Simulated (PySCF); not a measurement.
AlBH$_{3}$ (calculated)

Computed with PySCF 2.14.0. Calculation on a computer-drawn molecule: vertical ionisation energy to the stated ion spin, frozen-core CCSD(T) at the basis limit and cheaper methods, single-reference cases, UHF for radicals, no spin-orbit; all values are single points at the evaluated structure, the first of each entry, which is the reference or a displaced copy of it and isn't optimised; the reference structure only sets the zero of the energies above reference; triples share is (T) over the correlation energy.

```xyz
5
formula=AlBH3 charge=1 multiplicity=1 ion_multiplicity=2 diffuse_functions=no basis=cc-pV(n+d)Z reference_is=the_Hartree-Fock_double-zeta_minimum best_is=HF_at_quadruple_zeta_+_MP2_correlation_extrapolated_from_triple_and_quadruple_zeta_+_CCSD(T)_minus_MP2_at_triple_zeta basis_step_is=the_size_of_the_change_from_the_same_recipe_one_zeta_lower ionisation_energy_best=16.63 ionisation_energy_basis_step=0.028 energy_above_reference_best=6.538 energy_above_reference_basis_step=0.08703 ionisation_energy_Koopmans_at_triple_zeta=16.57 ionisation_energy_EOM_CCSD_at_triple_zeta=16.59 total_energy_HF_triple_zeta=-268.0391 total_energy_CCSD(T)_triple_zeta=-268.2240 total_energy_best=-268.2437 T1_diagnostic_at_triple_zeta=0.01054 D1_diagnostic_at_triple_zeta=0.01991 ion_T1_diagnostic_at_triple_zeta=0.02514 ion_D1_diagnostic_at_triple_zeta=0.06173 ion_spin_squared_at_triple_zeta=0.8205 triples_share_at_triple_zeta=0.02506 basis_functions_triple_zeta=111
B      2.0461    -0.4684    -0.8785
Al     1.0074    -1.0172    -2.7323
H      1.8854     0.6174    -0.4476
H      2.7540    -1.4318    -0.2549
H      0.2404    -1.4320    -4.0738
```

Units: ionisation_energy_best, ionisation_energy_basis_step, ionisation_energy_Koopmans_at_triple_zeta, ionisation_energy_EOM_CCSD_at_triple_zeta in eV; energy_above_reference_best, energy_above_reference_basis_step in kcal/mol; total_energy_HF_triple_zeta, total_energy_CCSD(T)_triple_zeta, total_energy_best in hartree.

Reference structure:
```xyz
5
AlBH3
B      2.0353    -0.5078    -0.8733
Al     1.0135    -1.0398    -2.7164
H      1.9145     0.6049    -0.4727
H      2.6781    -1.3490    -0.3322
H      0.2841    -1.4192    -4.0319
```

Drawn bonds:
| atom | other atom | order |
| --- | --- | --- |
| 1 | 2 | 1 |
| 1 | 3 | 1 |
| 1 | 4 | 1 |
| 2 | 5 | 1 |

Triple zeta:
| method | ionisation energy (eV) | energy above reference (kcal/mol) |
| --- | --- | --- |
| HF | 15.63 | 7.388 |
| PBE | 16.25 | 5.312 |
| r2SCAN | 16.28 | 6.265 |
| B3LYP | 16.42 | 6.579 |
| wB97X | 16.49 | 6.683 |
| MP2 | 16.51 | 7.03 |
| CCSD | 16.5 | 6.553 |
| CCSD(T) | 16.53 | 6.389 |
